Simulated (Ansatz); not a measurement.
Born–Oppenheimer molecular dynamics of CH₇BN₂ (11 atoms, charge 0, multiplicity 1). It starts from a relaxed structure.

Method: Ansatz, RKS PBE0-D4/6-31G*.

```json
{
 "ensemble": "NVT, Langevin thermostat",
 "time step": "1 fs",
 "steps asked": "150",
 "set temperature": "100 K",
 "friction": "0.005 /fs",
 "temperature schedule": "37 steps to 100 K, then 113 steps to 300 K",
 "seed": "387983"
}
```

First frame:

```xyz
11
Properties=species:S:1:pos:R:3
B -0.006 0.003 -0.045
C -0.009 0.038 1.543
H -1.018 0.059 1.969
H 0.497 -0.846 1.953
H 0.526 0.914 1.929
N 1.212 0.207 -0.746
H 1.303 0.179 -1.749
H 2.081 0.385 -0.271
N -1.212 -0.246 -0.750
H -2.087 -0.393 -0.276
H -1.286 -0.300 -1.754
```

How far do the bonds stretch over the last three quarters of this one trajectory? (Pairs bonded in most of those frames.)


```
  bond  mean (Å)  spread (Å)  shortest  longest
 B1–C2     1.589       0.013      1.56     1.61
 B1–N6     1.421       0.013      1.39     1.45
 B1–N9     1.419       0.012      1.40     1.44
 C2–H3     1.098       0.024      1.05     1.13
 C2–H4     1.099       0.020      1.06     1.14
 C2–H5     1.097       0.018      1.07     1.12
 N6–H7     1.009       0.013      0.98     1.04
 N6–H8     1.007       0.013      0.97     1.04
N9–H10     1.007       0.003      1.00     1.02
N9–H11     1.009       0.008      0.99     1.03
```

Mean temperature of the second half: 80 K. The schedule's set-point averaged 234 K over the second half and the system 80 K, so it lags behind the ramp. A run of 0.15 ps of so small a system gives no equilibrium averages.

Run time: 5.4 min on 1 thread of Arm Neoverse V2, on a shared host, peak memory 0.14 GiB.
